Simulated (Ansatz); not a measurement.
Ansatz results at the PBE0-D4/def2-TZVP geometry: LUMO energy (ωB97M-V/def2-TZVPP) 1.53 eV; HOMO–LUMO gap (B3LYP/def2-TZVPP) 6.94 eV; HOMO–LUMO gap (PBE0/def2-TZVPP) 7.44 eV.

Each molecule was computed in one conformer, which needn't be the lowest.

Which molecule gave them?
A. `[NH2][GaH][AlH2]`
B. `BN(C)[SiH2]S`
C. `O/C([SiH3])=C\Cl`
D. `C=[C](O)[Al]([F])[F]`

B. The others give `C=[C](O)[Al]([F])[F]`: 0.65, 5.66, 6.13; `O/C([SiH3])=C\Cl`: 1.85, 6.27, 6.69; `[NH2][GaH][AlH2]`: -0.40, 4.59, 4.96.

B3LYP here is the variant with VWN-RPA as its local correlation; programs differ in this.
